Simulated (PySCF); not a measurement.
Does the answer move with the share of exact exchange?

Compound: C2H7NSi2.
Numbering: `[NH2:1][SiH2:2][C:3]#[C:4][SiH3:5]` (hydrogens: H6, H7 on N1; H8, H9 on Si2; H10, H11, H12 on Si5)

Torsions of this conformer, `[NH2:1][SiH2:2][C:3]#[C:4][SiH3:5]`: H–N1–Si2–C3 70°, H–N1–Si2–C3 -70°.

PySCF, def2-SVPD basis, density fitting, gas phase, PBE0-D3(BJ)/def2-SVP geometry; singlet excitations by full TDDFT with frozen cores, triplets by Tamm–Dancoff TDDFT and ionisation energies by ΔSCF, from the lowest of the holes tried. One functional is left out:

```csv
functional,exact exchange (%),HOMO energy (eV),LUMO energy (eV),lowest singlet excitation (eV),lowest triplet excitation (eV),mean polarisability (au),vertical ionisation energy (eV)
LDA,0,-6.47,-1.82,4.85,4.44,96.2,9.74
PBE,0,-6.33,-1.62,4.90,4.36,94.2,9.62
B3LYP,20,-7.46,-0.94,5.37,4.49,90.3,9.53
BHandHLYP,50,-8.93,0.18,5.37,4.41,86.3,9.74
```

Task: Predict the row of PBE0 (25 % exact exchange) by straight lines through the other rows, and check it.

Result: 
```
                       property   line  computed  computed − line  B3LYP (20 %), for comparison
               HOMO energy (eV)  -7.68     -7.73            -0.05                         -7.46
               LUMO energy (eV)  -0.76     -0.77            -0.01                         -0.94
 lowest singlet excitation (eV)   5.20      5.41            +0.21                          5.37
 lowest triplet excitation (eV)   4.43      4.42            -0.01                          4.49
       mean polarisability (au)   90.4      89.8             -0.6                          90.3
vertical ionisation energy (eV)   9.66      9.58            -0.08                          9.53
```

Task: Which of these properties follows the share of exact exchange most closely, and which least?

Result: Most closely the HOMO energy, least the lowest triplet excitation; the correlations over the tabulated rows are HOMO energy -0.999, LUMO energy 0.996, mean polarisability -0.971, lowest singlet excitation 0.853, vertical ionisation energy 0.218, lowest triplet excitation 0.142. The HOMO energy moves by -0.507 eV for every 10 %. Functionals with the same share still differ in their other parts: at 0 % LDA and PBE differ by 0.14 eV in it.
